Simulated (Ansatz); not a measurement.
Pulling on the Ge1–H3 bond in ClGeH3 (SMILES [Cl][GeH3]) (multiplicity 1 held, fragments rigid). Energies count from the point at 1.533 Å.
Geometry at that point (charge 0, multiplicity 1):
```xyz
5

Ge    -0.6844     0.0316     0.0036
Cl     1.4882    -0.0688    -0.0077
H     -1.0696     1.4667    -0.3737
H     -1.1432    -0.3267     1.4217
H     -1.1862    -0.9829    -1.0303
```

R- and RO- levels are restricted; in cc, def2 and unpolarised 6-31G sets they are followed outwards from rest. Active spaces are followed from a long bond inwards. Levels need not reach the same state.

Frozen-core correlation. Filled d and f shells under p-block atoms count as core.

The values were computed with Ansatz (a first-principles code). Each number belongs to the level named beside it.

Energies in eV.

| R (Å) | R-HF/def2-SVP | R-SCS-MP2/def2-SVP | R-CCSD/def2-SVP | R-CCSD(T)/def2-SVP | R-CCSDT(Q)/def2-SVP | FIC-MRCISD+Q on CASSCF(2,2)/def2-SVP |
|---|---|---|---|---|---|---|
| 1.226 | 1.36 | 1.37 | 1.38 | 1.38 | 1.38 | 1.38 |
| 1.380 | 0.25 | 0.26 | 0.27 | 0.27 | 0.27 | 0.27 |
| 1.533 | 0.00 | 0.00 | 0.00 | 0.00 | 0.00 | 0.00 |
| 1.686 | 0.20 | 0.18 | 0.17 | 0.16 | 0.16 | 0.16 |
| 1.840 | 0.63 | 0.58 | 0.55 | 0.54 | 0.54 | 0.54 |
| 2.070 | 1.44 | 1.34 | 1.26 | 1.24 | 1.23 | 1.24 |
| 2.300 | 2.30 | 2.11 | 1.97 | 1.92 | 1.91 | 1.92 |
| 2.683 | 3.60 | 3.23 | 2.91 | 2.81 | 2.79 | 2.80 |
| 3.066 | 4.68 | 4.04 | 3.51 | 3.31 | 3.30 | 3.31 |
| 3.526 | 5.70 | 4.64 | 3.88 | 3.52 | 3.57 | 3.59 |
| 4.139 | 6.68 | 4.86 | 4.07 | 3.49 | 3.67 | 3.69 |
| 4.906 | 7.46 | 4.45 | 4.14 | 3.39 | 3.69 | 3.72 |

Doubts at one or more of the structures used: a restricted determinant that unrestricted orbitals would lower (R-HF/def2-SVP, R-SCS-MP2/def2-SVP, R-CCSD/def2-SVP, R-CCSD(T)/def2-SVP, R-CCSDT(Q)/def2-SVP); other coupled-cluster roots lie near (R-CCSD/def2-SVP, R-CCSD(T)/def2-SVP, R-CCSDT(Q)/def2-SVP); T1 above 0.05 (R-CCSD/def2-SVP, R-CCSD(T)/def2-SVP, R-CCSDT(Q)/def2-SVP).
